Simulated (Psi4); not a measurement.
A dimer, CH6Si ··· CO (SMILES C[SiH3] and [C-]#[O+]); the first 8 atoms form monomer A.

```
10

Si    -0.8816     0.1042    -0.0221
C      0.9810    -0.1160     0.0246
H     -1.4881    -0.7908    -1.0378
H     -1.2337     1.5039    -0.3649
H     -1.4788    -0.2165     1.2974
H      1.2448    -1.1447     0.2765
H      1.4317     0.5408     0.7708
H      1.4248     0.1190    -0.9445
C      2.9586     0.9290     2.2409
O      3.6102     0.0352     2.4458
```

Question: What interaction energy does SAPT0/jun-cc-pVDZ, frozen core in Psi4 give, and which attractive term is the largest?

Answer: Total 2.44 kcal/mol: electrostatics -2.34, exchange 8.35, induction -1.39, dispersion -2.17. The most attractive term is electrostatics.
